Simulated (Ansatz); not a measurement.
`COB(Br)Br` + HCl → `ClB(Br)Br` + CH₃OH  (ligand exchange at a B–O bond)

Gas-phase electronic energies from Ansatz, PBE0-D4/def2-TZVP geometries. CBS: MP2 limit from def2 TZ/QZ plus the TZ coupled-cluster correction, frozen cores. This one scheme is used for every species. DFT in def2-TZVPP. B3LYP here is the variant with VWN-RPA as its local correlation; programs differ in this. For Br outer-core shells are correlated without core-valence functions, which leaves a few kJ/mol of doubt a bond. Scalar relativity is left out up to krypton. One conformer a species, not always the lowest.

`COB(Br)Br`:

Z-matrix (Å, degrees):
```
C
O 1 1.418
H 1 1.090 2 111.5
H 1 1.090 2 108.0 3 120.9
H 1 1.090 2 108.2 3 -121.0
B 2 1.326 1 127.2 3 2.8
Br 6 1.928 2 123.5 1 -0.1
Br 6 1.915 2 117.8 1 179.9
```

HCl:

Z-matrix (Å, degrees):
```
Cl
H 1 1.279
```

`ClB(Br)Br`:

```xyz
4

Cl   -1.589    0.324   -0.722
B    -0.038    0.008   -0.017
Br    1.262    1.389    0.078
Br    0.364   -1.720    0.661
```

CH₃OH:

Z-matrix (Å, degrees):
```
C
O 1 1.409
H 1 1.097 2 112.4
H 1 1.090 2 107.0 3 -118.5
H 1 1.097 2 112.4 3 123.0
H 2 0.959 1 108.5 3 -61.6
```

CCSD(T)/CBS gives +15.3 kcal/mol.

Question: Another level gave +15.8 kcal/mol. Which?
A. B3LYP-D4/def2-TZVPP
B. PBE/def2-TZVPP
C. CAM-B3LYP/def2-TZVPP
D. BLYP/def2-TZVPP

Answer: A. B3LYP-D4 15.8, CAM-B3LYP 16.8, BLYP 14.6, PBE 13.0 kcal/mol.

Largest T1 diagnostic among the species: 0.010.

From PBE to PBE0 (25 % exact exchange), in def2-TZVPP and without D4, ΔE moves by +0.7 kcal/mol. At CCSD(T), def2-SVP lies +1.4 kcal/mol from the extrapolated value and def2-TZVPP +0.6 kcal/mol.
